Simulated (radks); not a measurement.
Valence configurations of Zn+ (all share [Ar]). All-electron calculation, Dirac Kohn-Sham, LDA (Slater exchange, Perdew-Wang correlation), spin-unpolarised, spherical densities, point nucleus; open shells are shared between the two j in proportion to 2j + 1. Program: a radial shooting solver on a logarithmic mesh with Libxc functionals. Energies are relative to 3d10 4s1; eigenvalues in eV.

valence          E (eV)  e(3d3/2)  e(3d5/2)  e(4p1/2)  e(4p3/2)  e(4s1/2)
3d10 4s1          0.000   -20.337   -19.976         -         -   -14.340
3d9.5 4s1 4p0.5   6.782   -24.359   -23.984    -9.173    -9.021   -15.819
3d9.5 4p1.5      13.626   -26.043   -25.666   -10.002    -9.840         -
3d9 4s2           8.025   -26.869   -26.481         -         -   -16.198
3d8 4s1 4p2      36.906   -37.567   -37.147   -12.031   -11.810   -19.919
3d10 4p1          6.422   -22.102   -21.740    -9.043    -8.902         -
3d9 4s1 4p1      15.111   -28.582   -28.192   -10.169    -9.995   -17.232
3d8 4s2 4p1      28.959   -36.014   -35.595   -11.319   -11.109   -19.036
3d9.5 4s1.5       3.430   -23.474   -23.099         -         -   -15.265
3d8 4s1.5 4p1.5  32.910   -36.802   -36.381   -11.683   -11.467   -19.486

NIST lists [Ar] 3d10 4s1 as the ground configuration; this level of theory agrees among the configurations tried. The energies are those of spherical spin-averaged densities, not of single terms.
